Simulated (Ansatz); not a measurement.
Reactions of `C[NH2+][AlH-]([CH3])[CH3]`.

Computed with Ansatz on PBE0-D4/def2-TZVP structures; ΔE is electronic, products minus reactants. CCSD(T)/CBS adds triple-zeta CCSD(T) − MP2 to the extrapolated MP2 energy (def2 sets, frozen cores). This one scheme is used for every species, atoms too. For atomizations the MP2-based limit and the directly extrapolated one differ by several kJ/mol either way, and by 10 to 25 for some Ge, Se and Sn compounds, so smaller differences from it don't rank the levels. Functionals use def2-TZVPP. Open shells (•) are unrestricted, without spin–orbit coupling. Spin–orbit coupling would lower the free atoms: a little for Al, C. One conformer a species, not always the lowest.

| reaction | CCSD(T)/CBS(def2) (kcal/mol) |
| --- | --- |
| `C[NH2+][AlH-]([CH3])[CH3]` → `[CH3][AlH-]([CH3])[NH3+]` + `[CH2]` (triplet) | ? |
| CH₃NH₂ + `[CH3][AlH][CH3]` → `C[NH2+][AlH-]([CH3])[CH3]` | -30.3 |
| `C[NH2+][AlH-]([CH3])[CH3]` → `C[N+](C)(C)[AlH3-]` | 25.8 |
| `C[NH2+][AlH-]([CH3])[CH3]` → Al• + 3 C• + 12 H• + N• | 1437.2 |

Question: Fill in the missing values. (Estimate.)

Answer: Ansatz gave: `C[NH2+][AlH-]([CH3])[CH3]` → `[CH3][AlH-]([CH3])[NH3+]` + `[CH2]` (triplet): +97.0 kcal/mol.

Largest T1 diagnostic: 0.018, for Al•.
